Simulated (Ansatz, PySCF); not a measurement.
Zr(Cl)3(NH2) (Cl3H2NZr), SMILES [NH2][Zr]([Cl])([Cl])[Cl], multiplicity 1.

Coordinates come from a PBE0-D3(BJ)/def2-SVP optimisation. The multiplicity is an assumed one; no other spin state was optimised. The structure was generated by enumeration; whether it is a known compound was not checked. The def2 effective core potentials stand for the cores of Zr; spin–orbit coupling is left out. Other conformers were not sampled.

Vertical ionisation energy (IE) and electron affinity (EA) in eV. Rows of orbital energies are one-electron estimates. Where ΔSCF, EOM or ADC give a negative EA the extra electron is unbound and the value depends on the basis.

```csv
level,IE,EA
"−ε(HOMO), −ε(LUMO), B3LYP/def2-TZVP (PySCF)",…,…
"−ε(HOMO), −ε(LUMO), PBE/def2-TZVP (PySCF)",7.04,3.03
"ΔSCF, CAM-B3LYP/def2-SVPD (Ansatz), final states of multiplicity 2 and 2",10.58,0.71
"ΔSCF, PBE/def2-SVPD (Ansatz), final states of multiplicity 2 and 2",9.98,0.42
```

Task: Some entries are withheld; supply them. (Estimate from the structure and the level; the computed values follow.)

Result: 
- −ε(HOMO), −ε(LUMO), B3LYP/def2-TZVP (PySCF), IE: 8.16
- −ε(HOMO), −ε(LUMO), B3LYP/def2-TZVP (PySCF), EA: 2.41

Task: What vertical singlet–triplet gap does ΔSCF give with CAM-B3LYP/def2-SVPD (Ansatz, a first-principles code) and with PBE/def2-SVPD (Ansatz)? (Estimate from the structure and the level; the computed values follow.)

Result: 4.60 and 4.40 eV (triplet above singlet where positive).
